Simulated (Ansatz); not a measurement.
Cost and result for the atomization energy of C$_{2}$H$_{8}$BFSi (`CBC[SiH2]F`) (13 atoms, 12 bonds).

```xyz
13

C    -0.2356    0.0653   -1.9608
B     0.2473   -0.7112   -0.7010
C     0.9029   -0.0303    0.5258
Si   -0.3900    0.3092    1.8260
F    -1.5696    1.1963    1.1971
H     0.1265   -0.4160   -2.8764
H     0.0264    1.1246   -1.9870
H    -1.3297   -0.0166   -2.0185
H     0.0417   -1.8958   -0.6458
H     1.3857    0.9278    0.3078
H     1.6063   -0.6879    1.0533
H     0.1860    1.0826    2.9536
H    -0.9980   -0.9479    2.3259
```

Charge 0, multiplicity 1. The structure was optimised at the PBE0-D4/def2-TZVP level. It is one conformer, not always the lowest. Program: Ansatz. All runs use 4 threads of an Arm Neoverse V1 on a shared host. Times are those of one run each, without the atoms' runs, and a repeat can differ threefold. Electronic energies, without spin–orbit coupling; frozen cores. CCSD(T)/CBS adds CCSD(T) − MP2 in def2-TZVPP to the MP2 limit, and its time is that of the two runs behind it. T1 = 0.011.

CCSD(T)/CBS is a level of theory with its own doubt, some kJ/mol a heavy atom from the limit and from the frozen cores, so smaller differences don't rank the functionals.

```tsv
level	functions	wall time	atomization (kcal/mol)	difference from CCSD(T)/CBS	per bond
LDA (SPW92)/def2-TZVPP	278	1.6 s	1309.3	141.1	11.8
BLYP-D4/def2-TZVPP	278	2.8 s	1161.5	-6.7	-0.6
revPBE-D4/def2-TZVPP	278	2.8 s	1155.4	-12.8	-1.1
PBE-D4/def2-TZVPP (with forces)	278	3.1 s	1178.9	10.7	0.9
r2SCANh-D4/def2-TZVPP	278	6 s	1169.4	1.2	0.1
B2PLYP/def2-TZVPP	278	6.5 s	1159.0	-9.2	-0.8
r2SCAN-D4/def2-TZVPP (with forces)	278	6.5 s	1173.8	5.6	0.5
CCSD(T)/def2-SVP	114	7.5 s	1110.5	-57.7	-4.8
B97M-V/def2-TZVPP	278	12 s	1174.7	6.5	0.5
ωB97M-V/def2-TZVPP (with forces)	278	14 s	1173.1	4.9	0.4
MP2/def2-QZVPP	538	31 s	1171.3	3.1	0.3
CCSD(T)/def2-TZVPP	278	4.2 min	1142.7	-25.5	-2.1
CCSD(T)/CBS(def2)	–	4.7 min	1168.2	0.0	0.0
```

Leaving LDA and LC-ωPBE aside and taking each functional with its dispersion term where it has one, the values, not all of them listed here, spread over 29.1 kcal/mol, from BHLYP-D4 to PBE-D4. LDA lies +136.1 kcal/mol from PBE without D4, its usual overbinding. From r2SCAN to r2SCAN0 (25 % exact exchange), in def2-TZVPP and without D4, the atomization energy moves by −10.8 kcal/mol: exact exchange takes away binding that semilocal exchange gives to molecules. At CCSD(T), def2-SVP lies −57.8 kcal/mol from the extrapolated value and def2-TZVPP −25.5 kcal/mol: correlation converges slowly with the basis, and small sets miss more of it in the bonded molecule than in its fragments.
